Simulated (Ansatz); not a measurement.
Compare A (`C[SiH]1C=CS1`) with its isomer B (`C=C1C[SiH2]S1`).

Isolated molecules relaxed with PBE0-D4/def2-TZVP in Ansatz; ΔE leaves out vibrations. CCSD(T)/CBS is the MP2 limit (def2-TZVPP, def2-QZVPP) plus CCSD(T) − MP2 in def2-TZVPP, frozen cores. Functionals use def2-TZVPP.

Which isomer does CCSD(T)/CBS put lower? Give the gap. (An estimate is asked.)

Computed: A, by 8.3 kcal/mol.

Give E(B) − E(A) in kcal/mol with PBE-D4, ωB97M-V, PBE0-D4, CCSD(T)/def2-TZVPP, CCSD/def2-TZVPP, B2PLYP, HF/def2-TZVPP. (An estimate is asked.)

Computed: PBE-D4 7.3, ωB97M-V 8.1, PBE0-D4 7.5, CCSD(T)/def2-TZVPP 8.0, CCSD/def2-TZVPP 7.8, B2PLYP 8.0, HF/def2-TZVPP 7.5. None reverses the order clearly.

Largest T1 diagnostic: 0.013.
